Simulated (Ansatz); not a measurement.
`[CH3][Al]([OH])[SiH3]` + `[AlH2][SeH]` → `[AlH2][Se][SiH3]` + `[CH3][AlH][OH]` at 500 K and 1 bar (cleavage of the Si–Al bond).

Gas-phase electronic energies from Ansatz, PBE0-D4/def2-TZVP geometries. CBS: MP2 limit from def2 TZ/QZ plus the TZ coupled-cluster correction, frozen cores. For Se outer-core shells are correlated without core-valence functions, which leaves a few kJ/mol of doubt a bond. Scalar relativity is left out up to krypton. Each species was taken in one conformer, which may not be the lowest.

```
                species  CCSD(T)/CBS energy (Eh)  H − E (kJ/mol)  S (J/(mol·K))
`[CH3][Al]([OH])[SiH3]`               -648.59287           246.6          453.1
          `[AlH2][SeH]`              -2644.54675            84.4          318.1
     `[AlH2][Se][SiH3]`              -2934.85173           147.2          401.9
       `[CH3][AlH][OH]`               -358.31021           183.4          355.5
```

H − E and S are ideal-gas, rigid-rotor, harmonic terms from PBE0-D4/def2-TZVP, for one conformer and one mirror image of each species. 1 Eh = 2625.50 kJ/mol, R = 8.31446 J/(mol·K).

Task: By hand: ΔE, ΔH, ΔS and ΔG.

Result: ΔE = (-2934.85173) + (-358.31021) − (-648.59287) − (-2644.54675) = -0.02232 Eh = -58.6 kJ/mol. Δ(H − E) = 147.2 + 183.4 − 246.6 − 84.4 = -0.4, so ΔH = -59.0 kJ/mol. ΔS = 401.9 + 355.5 − 453.1 − 318.1 = -13.8 J/(mol·K). ΔG = -59.0 − 500 × (-13.8)/1000 = -52.1 kJ/mol.

Task: By hand: the equilibrium constant, and the temperature at which ΔG would vanish if ΔH and ΔS stayed fixed.

Result: log₁₀ K = −ΔG/(RT ln 10) = 5.4. ΔG = 0 at ΔH/ΔS = 4275 K, far beyond where these terms or the molecules hold.

The number of gas molecules stays the same, so ΔS is small and ΔH decides. A doubt of 5 kJ/mol in ΔE shifts log₁₀ K by 0.5 here. Other conformers and mirror images would add mixing entropy, several J/(mol·K) or more a flexible species. Modes under 60 cm⁻¹, often nearly free rotors, make the harmonic entropy too high. These are equilibria of isolated gas molecules and say nothing of rates. Largest T1 diagnostic: 0.013 (customary marks: 0.02 for closed shells, 0.045 for open ones).
